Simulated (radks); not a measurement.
The aluminium ion Al3+, configuration [Ne]. All-electron calculation, scalar-relativistic Kohn-Sham, XLYP, spin-polarised, spherical densities, finite nucleus; Fermi nuclear charge, rms radius 3.061 fm. Program: a radial shooting solver on a logarithmic mesh with Libxc functionals.

Local quantities along the radius. ELF = 1/(1 + alpha^2) is the electron localisation function; alpha = (tau - tau_W)/tau_unif compares the Pauli kinetic energy density with that of the uniform gas (summed over spins). tau is taken from the large components.

```
   r/bohr * ELF (the largest magnitude, 1, reaches the edge; | marks zero)
 0.007075 |                                                      *
 0.008642 |                                                      *
  0.01056 |                                                      *
  0.01289 |                                                      *
  0.01587 |                                                      *
  0.01939 |                                                      *
  0.02368 |                                                      *
  0.02892 |                                                      *
  0.03561 |                                                      *
  0.04349 |                                                      *
  0.05312 |                                                      *
  0.06489 |                                                      *
  0.07989 |                                                     *
  0.09758 |                                                    *
   0.1192 |                                             *
   0.1456 |                              *
   0.1792 |              *
   0.2189 |          *
   0.2674 |                *
   0.3266 |                              *
   0.3989 |                                         *
   0.4911 |                                              *
   0.5998 |                                               *
   0.7326 |                                              *
   0.8948 |                                          *
    1.102 |                                 *
    1.346 |                 *
    1.644 |    *
    2.007 |*
```

On this mesh the ELF has minima near r = 0.22 bohr, which separate the shells, and maxima near 0.60 (0.87).
